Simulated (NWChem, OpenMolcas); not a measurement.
**A ladder of methods for GaH2O2F (SMILES [OH][Ga]([OH])[F])**

GaH2O2F: 6 atoms, total charge 0, spin state singlet. SMILES: `[OH][Ga]([OH])[F]`. Geometry: relaxed at PBE0-D4/def2-TZVP. This is one conformer, not always the lowest.

Each level gives the vertical energy of the triplet above the singlet (eV). The values are calculated.

```csv
level,kind,program,value (eV),less CCSD(T)/6-31G*,CPU time (all runs)
HF/6-31G* (spherical functions),Hartree–Fock,NWChem,5.78,-0.70,98 s
M06-L/6-31G* (spherical functions),meta-GGA,OpenMolcas,5.79,-0.69,4.4 min
TPSS/6-31G* (spherical functions),meta-GGA,OpenMolcas,5.28,-1.20,3.1 min
r2SCAN/6-31G* (spherical functions),meta-GGA,OpenMolcas,5.54,-0.94,2.4 min
B3LYP/6-31G* (spherical functions),global hybrid,OpenMolcas,5.60,-0.88,68 s
BHLYP/6-31G* (spherical functions),global hybrid,OpenMolcas,6.23,-0.25,85 s
M06-2X/6-31G* (spherical functions),hybrid meta-GGA,OpenMolcas,6.54,+0.06,3.1 min
"CCSD(T)/6-31G* (spherical functions), open shells restricted",coupled cluster or CI,OpenMolcas,6.48,0.00,2.9 min
```

CCSD(T)/6-31G* (spherical functions), open shells restricted is the highest level here, not the true value. All-electron rows without a relativistic Hamiltonian named are non-relativistic. The values span 5.28 to 6.54 eV. A triplet this far above the singlet is often a Rydberg-like or dissociative state; sets without diffuse functions put Rydberg states too high. B3LYP/6-31G* (spherical functions), M06-2X/6-31G* (spherical functions) lie far from functionals of the same kind, perhaps in another electronic state. In the correlated wave-function rows the outer d shell of Ga is correlated, in sets not made for it. The upper state's dipole differs much between rows, so they may not all be the same state. CPU times are rough (shared hosts, several kinds of processor and program).
